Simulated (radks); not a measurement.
The numbers below are computed, except where a source is named.
Question: Successive ionisation energies (eV) of one element, from differences of total energies of ions in their ground configurations, starting at charge 22: 587.87, 737.04, 787.69, 839.50, 892.47, 946.57, 1001.8, 1058.1, 1115.5, 1174.0, 1233.6, 1294.2, 1355.8, 1418.5, 1714.9, 1774.4, 1834.4, 1895.1, 1956.3, 2018.0, 2080.3, 2143.2. Level of theory: non-relativistic Kohn-Sham, LDA (Slater exchange, Perdew-Wang correlation), spin-unpolarised, spherical densities, point nucleus; relativity is left out, which matters for an element this heavy (a radial shooting solver on a logarithmic mesh with Libxc functionals). Which element is it?

Answer: Lead (Z = 82). The first species listed is Pb22+ in [Kr] 4d10 4f13 5s1, the last Pb43+ in [Kr] 4d3.
